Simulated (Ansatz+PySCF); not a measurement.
The numbers below are computed, except where a source is named.
A run of PySCF 2.14.0 on doublet BeP at this shape:

```yaml
atoms:
  - { symbol: Be, position_ang: [0.0000, 0.0000, 0.0000] }
  - { symbol: P, position_ang: [0.0000, 0.0000, 2.8420] }
```

Its results:

```json
{
 "Converged": "yes",
 "Reference energy": "-355.17796 hartree",
 "CCSD correlation energy": "-0.08514 hartree",
 "Triples correction": "-0.00254 hartree",
 "Total energy": "-355.26565 hartree",
 "Spin squared of the determinant": "0.767"
}
```

Which input gives this output? Name the method, the orbitals and the basis set, and write the input.

UHF-CCSD(T) in 6-31G.

```python
from pyscf import gto, scf, cc

mol = gto.M(atom="""
Be 0.000000 0.000000 0.000000
P 0.000000 0.000000 2.842000
""", basis='6-31g', charge=0, spin=1)
mf = scf.UHF(mol)
mf.kernel()
mycc = cc.CCSD(mf, frozen=6).run()
et = mycc.ccsd_t()
print(mf.e_tot, mycc.e_corr, et, mycc.e_tot + et)
```

This is not the lowest solution: another run reaches a determinant 1.47 eV lower. Caution: bonds are stretched, where a single reference can fail; another spin multiplicity may lie lower.
